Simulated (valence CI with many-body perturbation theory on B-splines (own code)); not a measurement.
# E1 line list for Nd27+

Calculated by relativistic CI+MBPT: five valence electrons over a frozen Dirac-Fock core [Ar] 3d10, a basis of 9 s, 9 p, 8 d, 6 f, 3 g, 1 h functions for each j, with the one-electron correlation potential Σ1 (screened to all orders), the two-electron term Σ2, the three-electron term Σ3, Breit, model QED; selected single and double excitations, second order for the rest (own B-spline code, finite nucleus).

No measured spectrum was set against this ion. As an estimate, large intervals hold to a few tenths of a per cent, small ones and those within an open d or f shell to about a per cent. Among the levels kept, up to 270 cm⁻¹ of a level comes from second order outside the variational space, and about a tenth of that is noise between levels of different J, which matters for small intervals.

Lines 101 to 150 of 189 in falling wavelength, among levels below 202.05 eV, chosen from the strongest by gf and those to the six lowest levels. Wavelengths and rates use the calculated energies. Electric multipoles are in the length gauge, E1 and E2 with the static RPA response of the core. Weak lines are less certain than strong ones. Lines between different terms over intervals too small for the method are left out, as are lines whose strength nearly cancels. The highest levels of a list are the least certain.

Levels are named by their leading jj configuration (3d3/2^4 stands for four electrons in 3d with j = 3/2), which in mixed levels can hold well under half, so a name can repeat and another be missing. Letters in brackets count levels of one name in rising energy.

| λ vac (Å) | Upper | Lower | A (s⁻¹) | log gf | Branch % |
| --- | --- | --- | --- | --- | --- |
| 120.8 | (4s 4p1/2 4p3/2^3) J=3/2 [b] | (4s^2 4p1/2 4p3/2^2) J=1/2 | 1.15e+10 | -1.00 | 5.7 |
| 120.6 | (4s 4p1/2^2 4p3/2 4d3/2) J=3/2 [a] | (4s 4p1/2^2 4p3/2^2) J=5/2 | 2.13e+08 | -2.73 | 0.8 |
| 120.2 | (4s 4p1/2^2 4p3/2 4d3/2) J=5/2 | (4s 4p1/2^2 4p3/2^2) J=5/2 | 5.77e+09 | -1.13 | 44.0 |
| 118.8 | (4s 4p1/2^2 4p3/2 4d3/2) J=7/2 | (4s 4p1/2^2 4p3/2^2) J=5/2 | 1.26e+09 | -1.67 | 18.4 |
| 118.8 | (4s^2 4p1/2 4p3/2 4d3/2) J=7/2 | (4s^2 4p1/2 4p3/2^2) J=5/2 | 3.98e+08 | -2.17 | 100.0 |
| 117.7 | (4s^2 4p1/2 4p3/2 4d3/2) J=5/2 [a] | (4s^2 4p1/2 4p3/2^2) J=3/2 | 4.98e+08 | -2.21 | 6.7 |
| 117.7 | (4p1/2^2 4p3/2^3) J=3/2 | (4s 4p1/2^2 4p3/2^2) J=5/2 | 2.62e+10 | -0.66 | 34.5 |
| 115.7 | (4s^2 4p1/2 4p3/2 4d5/2) J=7/2 [a] | (4s^2 4p1/2 4p3/2^2) J=5/2 | 1.80e+08 | -2.54 | 100.0 |
| 115.3 | (4s 4p1/2 4p3/2^3) J=3/2 [b] | (4s^2 4p1/2 4p3/2^2) J=5/2 | 1.01e+11 | -0.09 | 49.8 |
| 114.6 | (4s^2 4p1/2^2 4d3/2) J=3/2 | (4s^2 4p1/2^2 4p3/2) J=3/2 | 6.05e+10 | -0.32 | 95.5 |
| 114.1 | (4s^2 4p3/2^2 4d3/2) J=1/2 | (4s^2 4p3/2^3) J=3/2 | 4.27e+09 | -1.78 | 1.2 |
| 114.0 | (4s^2 4p1/2 4p3/2 4d3/2) J=1/2 [b] | (4s^2 4p1/2 4p3/2^2) J=3/2 | 6.16e+10 | -0.62 | 62.3 |
| 113.8 | (4s^2 4p1/2 4p3/2 4d5/2) J=3/2 [a] | (4s^2 4p1/2 4p3/2^2) J=1/2 | 2.14e+09 | -1.78 | 0.6 |
| 112.9 | (4s^2 4p3/2^2 4d3/2) J=3/2 [a] | (4s^2 4p3/2^3) J=3/2 | 5.98e+07 | -3.34 | 0.0 |
| 112.2 | (4s^2 4p3/2^2 4d3/2) J=5/2 | (4s^2 4p3/2^3) J=3/2 | 7.62e+09 | -1.06 | 1.5 |
| 111.9 | (4s 4p1/2^2 4p3/2 4d3/2) J=3/2 [b] | (4s 4p1/2^2 4p3/2^2) J=5/2 | 1.17e+10 | -1.06 | 25.5 |
| 111.3 | (4s 4p1/2 4p3/2^3) J=3/2 [b] | (4s^2 4p1/2 4p3/2^2) J=3/2 | 1.42e+10 | -0.98 | 7.0 |
| 110.0 | (4s^2 4p1/2 4p3/2 4d3/2) J=1/2 [c] | (4s^2 4p1/2 4p3/2^2) J=1/2 | 4.52e+08 | -2.79 | 0.1 |
| 109.9 | (4s^2 4p1/2 4p3/2 4d5/2) J=5/2 [a] | (4s^2 4p1/2 4p3/2^2) J=5/2 | 1.10e+10 | -0.92 | 4.3 |
| 109.2 | (4s^2 4p1/2 4p3/2 4d3/2) J=3/2 [b] | (4s^2 4p1/2 4p3/2^2) J=1/2 | 1.67e+09 | -1.92 | 0.4 |
| 108.9 | (4s^2 4p1/2 4p3/2 4d5/2) J=3/2 [a] | (4s^2 4p1/2 4p3/2^2) J=5/2 | 2.01e+10 | -0.84 | 5.3 |
| 107.0 | (4s^2 4p1/2^2 4d5/2) J=5/2 | (4s^2 4p1/2^2 4p3/2) J=3/2 | 7.97e+10 | -0.09 | 98.7 |
| 106.3 | (4s^2 4p1/2 4p3/2 4d5/2) J=5/2 [a] | (4s^2 4p1/2 4p3/2^2) J=3/2 | 4.98e+10 | -0.30 | 19.4 |
| 105.8 | (4s^2 4p1/2 4p3/2 4d3/2) J=5/2 [b] | (4s^2 4p1/2 4p3/2^2) J=5/2 | 9.78e+10 | -0.01 | 23.7 |
| 105.3 | (4s^2 4p1/2 4p3/2 4d5/2) J=3/2 [a] | (4s^2 4p1/2 4p3/2^2) J=3/2 | 6.54e+10 | -0.36 | 17.1 |
| 105.2 | (4s^2 4p3/2^2 4d5/2) J=5/2 [a] | (4s^2 4p3/2^3) J=3/2 | 1.02e+07 | -3.99 | 0.4 |
| 105.2 | (4s^2 4p3/2^2 4d3/2) J=3/2 [b] | (4s^2 4p3/2^3) J=3/2 | 3.23e+10 | -0.67 | 7.0 |
| 104.7 | (4s 4p1/2 4p3/2^3) J=3/2 [a] | (4s^2 4p1/2^2 4p3/2) J=3/2 | 1.17e+10 | -1.12 | 26.1 |
| 104.7 | (4s^2 4p1/2 4p3/2 4d3/2) J=3/2 [b] | (4s^2 4p1/2 4p3/2^2) J=5/2 | 1.27e+11 | -0.08 | 27.8 |
| 104.5 | (4s^2 4p1/2 4p3/2 4d5/2) J=3/2 [b] | (4s^2 4p1/2 4p3/2^2) J=1/2 | 1.18e+11 | -0.11 | 71.8 |
| 103.8 | (4s^2 4p1/2 4p3/2 4d5/2) J=7/2 [b] | (4s^2 4p1/2 4p3/2^2) J=5/2 | 1.27e+11 | 0.22 | 100.0 |
| 102.8 | (4s^2 4p1/2 4p3/2 4d5/2) J=1/2 | (4s^2 4p1/2 4p3/2^2) J=1/2 | 1.97e+11 | -0.20 | 90.1 |
| 102.4 | (4s^2 4p1/2 4p3/2 4d3/2) J=5/2 [b] | (4s^2 4p1/2 4p3/2^2) J=3/2 | 7.59e+08 | -2.15 | 0.2 |
| 102.0 | (4s^2 4p1/2 4p3/2 4d3/2) J=1/2 [c] | (4s^2 4p1/2 4p3/2^2) J=3/2 | 4.49e+10 | -0.85 | 8.4 |
| 101.7 | (4s^2 4p3/2^2 4d5/2) J=1/2 | (4s^2 4p3/2^3) J=3/2 | 4.20e+11 | 0.11 | 88.0 |
| 101.3 | (4s^2 4p1/2 4p3/2 4d3/2) J=3/2 [b] | (4s^2 4p1/2 4p3/2^2) J=3/2 | 8.90e+10 | -0.26 | 19.5 |
| 100.7 | (4s 4p1/2 4p3/2^3) J=5/2 | (4s^2 4p1/2^2 4p3/2) J=3/2 | 7.01e+07 | -3.19 | 0.3 |
| 100.3 | (4s^2 4p1/2 4p3/2 4d5/2) J=3/2 [b] | (4s^2 4p1/2 4p3/2^2) J=5/2 | 9.40e+08 | -2.25 | 0.6 |
| 100.1 | (4s^2 4p1/2 4p3/2 4d5/2) J=5/2 [b] | (4s^2 4p1/2 4p3/2^2) J=5/2 | 9.38e+10 | -0.07 | 18.9 |
| 99.12 | (4s 4p3/2^4) J=1/2 | (4s^2 4p1/2 4p3/2^2) J=1/2 | 1.75e+11 | -0.29 | 65.7 |
| 99.10 | (4s^2 4p3/2^2 4d5/2) J=3/2 | (4s^2 4p3/2^3) J=3/2 | 3.35e+11 | 0.29 | 78.3 |
| 97.28 | (4s^2 4p1/2 4p3/2 4d5/2) J=3/2 [b] | (4s^2 4p1/2 4p3/2^2) J=3/2 | 5.40e+07 | -3.51 | 0.0 |
| 97.26 | (4s^2 4p1/2 4p3/2 4d3/2) J=1/2 [a] | (4s^2 4p1/2^2 4p3/2) J=3/2 | 1.97e+10 | -1.25 | 31.6 |
| 97.06 | (4s^2 4p1/2 4p3/2 4d5/2) J=5/2 [b] | (4s^2 4p1/2 4p3/2^2) J=3/2 | 2.86e+11 | 0.38 | 57.5 |
| 97.04 | (4s^2 4p1/2 4p3/2 4d3/2) J=3/2 [a] | (4s^2 4p1/2^2 4p3/2) J=3/2 | 4.67e+08 | -2.58 | 1.7 |
| 96.96 | (4s^2 4p3/2^2 4d5/2) J=5/2 [b] | (4s^2 4p3/2^3) J=3/2 | 5.17e+11 | 0.64 | 94.4 |
| 95.83 | (4s^2 4p1/2 4p3/2 4d5/2) J=1/2 | (4s^2 4p1/2 4p3/2^2) J=3/2 | 2.25e+09 | -2.21 | 1.0 |
| 94.42 | (4s^2 4p1/2 4p3/2 4d3/2) J=5/2 [a] | (4s^2 4p1/2^2 4p3/2) J=3/2 | 1.93e+09 | -1.81 | 25.8 |
| 92.59 | (4s 4p3/2^4) J=1/2 | (4s^2 4p1/2 4p3/2^2) J=3/2 | 3.71e+10 | -1.02 | 14.0 |
| 92.04 | (4s^2 4p1/2 4p3/2 4d3/2) J=1/2 [b] | (4s^2 4p1/2^2 4p3/2) J=3/2 | 1.83e+10 | -1.33 | 18.5 |
